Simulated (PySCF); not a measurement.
## Radiative rates from a computed spectrum

C2H6F3GeN.
Geometry (PBE0-D3(BJ)/def2-SVP, Å), atoms numbered from 1 in this order:
```xyz
13
C2H6F3GeN angstrom
N      1.912    0.624    0.894
Ge     0.968    0.651   -0.676
C     -0.580   -0.589   -0.733
C     -1.530   -0.429    0.413
F     -2.005    0.822    0.493
F     -2.588   -1.243    0.322
F     -0.936   -0.696    1.589
H      2.388   -0.256    1.076
H      1.350    0.851    1.711
H      1.925    0.212   -1.797
H      0.457    2.083   -0.894
H     -1.136   -0.418   -1.667
H     -0.221   -1.628   -0.740
```

Computed, not measured: PySCF 2.14.0, density-fitted response routines, TDDFT PBE0/def2-SVPD, vertical, gas phase, core orbitals frozen in the response. The PBE0/def2-SVPD calculation is non-relativistic and has no spin–orbit coupling, an omission that weighs most on germanium.

Computed singlets with f of 0.002 or more:

```tsv
state	E (eV)	f
S1	6.34	0.037
S2	7.07	0.0037
S3	7.57	0.068
S4	7.83	0.0081
S6	8.20	0.010
S8	8.55	0.038
S9	8.70	0.049
S10	8.77	0.055
```

Problem. Give A, τ, |μ| and ∫σ dE for each state.

Solution. Relations used (vacuum, state to state): A = 0.6670 f ν̃² s⁻¹ (ν̃ in cm⁻¹); τ = 1/A; f = (2/3) ΔE |μ|² in atomic units; ∫σ dE = 109.76 f Mb·eV.

```csv
state,A (s⁻¹),τ,|μ| (D),∫σ dE (Mb·eV)
S1,6.5×10⁷,15 ns,1.25,4.1
S2,7.9×10⁶,130 ns,0.37,0.4
S3,1.7×10⁸,5.9 ns,1.54,7.5
S4,2.2×10⁷,46 ns,0.52,0.89
S6,3.0×10⁷,34 ns,0.57,1.1
S8,1.2×10⁸,8.4 ns,1.08,4.1
S9,1.6×10⁸,6.2 ns,1.22,5.4
S10,1.8×10⁸,5.4 ns,1.29,6
```

Leading configurations: S1 H→L (93%); S2 H→L+1 (89%); S3 H→L+2 (95%); S4 H→L+3 (91%); S6 H→L+5 (80%); S8 H-1→L (93%); S9 H-2→L (82%); S10 H→L+7 (74%) (H = HOMO, L = LUMO).

The rates are for emission to S0 at the absorption energy, with no other channel.

Problem. Suppose S1 emitted 0.3 eV lower with the same transition dipole. How would A change?

Solution. At fixed |μ|, A goes as the cube of the energy: (6.04/6.34)³ = 0.86, which makes τ about 18 ns.

Problem. What is the integrated cross-section of all computed states together?

Solution. Σf = 0.271 over S1 to S10, so 109.76 × Σf ≈ 29.8 Mb·eV.

Problem. How much energy does a mole of photons resonant with S10 carry?

Solution. 8.766 eV × 96.485 = 846 kJ/mol (202 kcal/mol).

The vertical ionisation energy (ΔSCF) is 9.71 eV, 0.95 eV above S10.

One conformer stands for the species.

Without π bonds the low states are Rydberg-like; a valence basis with one diffuse set may place them up to an eV too high.
